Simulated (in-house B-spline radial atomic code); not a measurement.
**Removing one electron from the arsenic ion As²¹⁺**

Closed shell [Ne] 3s2. Computed with a B-spline radial code for spherical atoms: Koopmans values of Dirac-Hartree-Fock plus a diagonal self-energy, in second order or with its direct term screened (direct RPA, with the hole-particle interaction, or full time-dependent Hartree-Fock), linearised in energy; no-pair Dirac-Coulomb Hamiltonian, finite nucleus. Shifts add to the Koopmans value (the ΔSCF shift is orbital relaxation alone); the final value takes TDHF screening with Breit and QED.

Command:
```bash
python run_mb.py task.json out
```
Settings (nuclear radius in fm, box in bohr, cutoff in hartree):
```
basis_form          2
Z                   33
core_configuration  [Ne] 3s2
rms_radius          4.0968
mass_number         75
speed_of_light      137.036
box_radius          4.524
lmax                7
intervals           59
virtual_cutoff      4356.0
```

Time taken, with all properties: 4.5 s on 1 thread of Arm Neoverse N1, with other jobs on the host.

Energies in eV:

```tsv
subshell	Koopmans	ΔSCF shift	second order	direct RPA	hole-particle	TDHF	Breit + QED	final
3s1/2	907.81	-0.185	?	?	?	?	?	?
```

(1) What does the self-energy do to 3s1/2?

Results:

(1) It shifts the removal energy by 2.756 eV in second order, 1.636 with direct RPA, 2.079 with the hole-particle term and 2.607 with TDHF screening (quasi-particle weight 0.986); Breit and QED add -0.523 eV. The final value is 909.89 eV, against 911.7 ± 1.1 eV (NIST, semi-empirical). The mixing of s² with p² in the ground state is caught to low order only, which falls short in light ions.
